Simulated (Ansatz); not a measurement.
`C/C=N\[SiH3]` + `[CH3][GeH2][Cl]` → `[CH3][GeH]([SiH3])[Cl]` + `CC=N`  (formal exchange of groups at the Si–N bond)

Isolated molecules relaxed with PBE0-D4/def2-TZVP in Ansatz; ΔE leaves out vibrations. CCSD(T)/CBS is the MP2 limit (def2-TZVPP, def2-QZVPP) plus CCSD(T) − MP2 in def2-TZVPP, frozen cores. Functionals use def2-TZVPP. For Ge outer-core shells are correlated without core-valence functions, which leaves a few kJ/mol of doubt a bond. Scalar relativity is left out up to krypton. Each species was taken in one conformer, which may not be the lowest.

`C/C=N\[SiH3]`:

Z-matrix (Å, degrees):
```
C
C 1 1.495
H 1 1.095 2 109.6
H 1 1.095 2 109.6 3 116.4
H 1 1.090 2 112.5 3 -121.8
N 2 1.258 1 128.7 3 121.7
H 2 1.101 1 113.8 3 -58.3
Si 6 1.729 2 132.5 1 0.0
H 8 1.484 6 107.0 2 -121.3
H 8 1.495 6 116.9 2 -0.0
H 8 1.484 6 107.1 2 121.2
```

`[CH3][GeH2][Cl]`:

```xyz
8

C    -0.681    0.236   -0.785
Ge    0.458   -0.089    0.751
Cl    2.046   -1.416    0.115
H    -1.097   -0.706   -1.143
H    -0.101    0.696   -1.585
H    -1.498    0.904   -0.508
H    -0.273   -0.812    1.892
H     1.145    1.186    1.263
```

`[CH3][GeH]([SiH3])[Cl]`:

Z-matrix (Å, degrees):
```
C
Ge 1 1.947
H 1 1.090 2 109.9
H 1 1.090 2 109.6 3 -119.9
H 1 1.092 2 110.0 3 120.1
Si 2 2.383 1 114.7 3 -54.8
Cl 2 2.177 1 106.5 3 61.6
H 2 1.541 1 111.0 3 175.6
H 6 1.488 2 109.7 1 -64.1
H 6 1.486 2 109.0 1 55.3
H 6 1.484 2 109.8 1 175.7
```

`CC=N`:

Z-matrix (Å, degrees):
```
C
C 1 1.493
H 1 1.092 2 111.6
H 1 1.094 2 110.3 3 -121.2
H 1 1.094 2 110.3 3 121.2
N 2 1.263 1 127.9 3 0.0
H 2 1.095 1 115.5 3 -180.0
H 6 1.023 2 110.6 1 0.0
```

| level | ΔE (kJ/mol) |
| --- | --- |
| B97M-V | 17.9 |
| PBE0-D4 | 5.4 |
| PBE | 2.5 |
| HF/CBS(def2) | 30.2 |

Question: What does CCSD(T)/CBS give? (Best estimate.)

Answer: Ansatz gave: +11.5 kJ/mol. The listed levels differ from it by 6.4, -6.1, -9.0, 18.7 kJ/mol.

Question: What do rigid-rotor, harmonic-oscillator terms from PBE0-D4/def2-TZVP frequencies (298.15 K, 1 bar) make of the CCSD(T)/CBS value? (Best estimate.)

Answer: Computed: ΔZPE = +5.7 kJ/mol, ΔH = +19.0 kJ/mol, ΔS = 7 J/(mol·K), ΔG = +16.9 kJ/mol.

Largest T1 diagnostic among the species: 0.013.

In def2-TZVPP, CCSD(T) changes the Hartree–Fock value by −17.3 kJ/mol (the triples alone add −1.3 kJ/mol) and MP2 by −11.0 kJ/mol. From PBE to PBE0 (25 % exact exchange), in def2-TZVPP and without D4, ΔE moves by +3.5 kJ/mol.
